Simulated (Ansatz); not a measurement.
Reaction (ligand exchange at the Sb–O bond): `C[O][Sb]([SiH3])[Cl]` + H–F → `[F][Sb]([SiH3])[Cl]` + CH₃OH

Calculated with Ansatz (gas phase, PBE0-D4/def2-TZVP geometries, no zero-point term in ΔE). CCSD(T)/CBS adds triple-zeta CCSD(T) − MP2 to the extrapolated MP2 energy (def2 sets, frozen cores). This one scheme is used for every species. DFT in def2-TZVPP. B3LYP here is the variant with VWN-RPA as its local correlation; programs differ in this. HSE06 is defined as in plane-wave codes. def2 core potentials past Kr. For Sb outer-core shells are correlated without core-valence functions, which leaves a few kJ/mol of doubt a bond. One conformer a species, not always the lowest.

| level | ΔE (kJ/mol) | difference from CCSD(T)/CBS |
| --- | --- | --- |
| PBE-D4 | -25.7 | -8.7 |
| BLYP-D4 | -26.1 | -9.1 |
| r2SCAN-D4 | -27.9 | -10.9 |
| B97M-V | -33.4 | -16.4 |
| PBE0-D4 | -24.4 | -7.4 |
| B3LYP-D4 | -26.0 | -9.0 |
| r2SCANh-D4 | -27.1 | -10.1 |
| r2SCAN0-D4 | -25.9 | -8.9 |
| BHLYP-D4 | -26.3 | -9.3 |
| CAM-B3LYP-D4 | -29.8 | -12.8 |
| ωB97X-V | -29.4 | -12.4 |
| ωB97M-V | -27.8 | -10.8 |
| B2PLYP | -26.4 | -9.4 |
| PBE-QIDH | -19.8 | -2.8 |
| PBE | -32.6 | -15.6 |
| revPBE | -36.3 | -19.3 |
| BLYP | -39.7 | -22.7 |
| r2SCAN | -30.0 | -13.0 |
| PBE0 | -30.6 | -13.6 |
| B3LYP | -37.0 | -20.0 |
| r2SCANh | -29.3 | -12.3 |
| r2SCAN0 | -28.4 | -11.4 |
| HSE06 | -30.1 | -13.1 |
| BHLYP | -36.0 | -19.0 |
| CAM-B3LYP | -36.4 | -19.4 |
| LC-ωPBE | -34.5 | -17.5 |
| RPA@PBE/def2-TZVPP | -16.1 | 0.9 |
| HF/def2-SVP | -38.1 | -21.1 |
| MP2/def2-SVP | -17.3 | -0.3 |
| CCSD/def2-SVP | -24.5 | -7.5 |
| CCSD(T)/def2-SVP | -21.5 | -4.5 |
| MP2/def2-TZVPP | -7.0 | 10.0 |
| SCS-MP2/def2-TZVPP | -14.5 | 2.5 |
| CCSD/def2-TZVPP | -18.0 | -1.0 |
| CCSD(T)/def2-TZVPP | -14.1 | 2.9 |
| HF/def2-QZVPP | -41.6 | -24.6 |
| MP2/def2-QZVPP | -9.7 | 7.3 |
| HF/CBS(def2) | -42.0 | -25.0 |
| MP2/CBS(def2) | -9.9 | 7.1 |
| CCSD/CBS(def2) | -20.8 | -3.8 |
| CCSD(T)/CBS | -17.0 | 0 |

Largest T1 diagnostic among the species: 0.014.

The D4 term adds +11.0 kJ/mol with B3LYP and +6.2 kJ/mol with PBE0; it sums over pairs of atoms, weighted by their polarisabilities, and B3LYP, whose exchange is more repulsive, gets the larger term. From BLYP to BHLYP (50 % exact exchange), in def2-TZVPP and without D4, ΔE moves by +3.8 kJ/mol.

CCSD(T)/CBS has its own doubt, a few kJ/mol and more with outer-core shells, so smaller differences from it don't rank the levels.
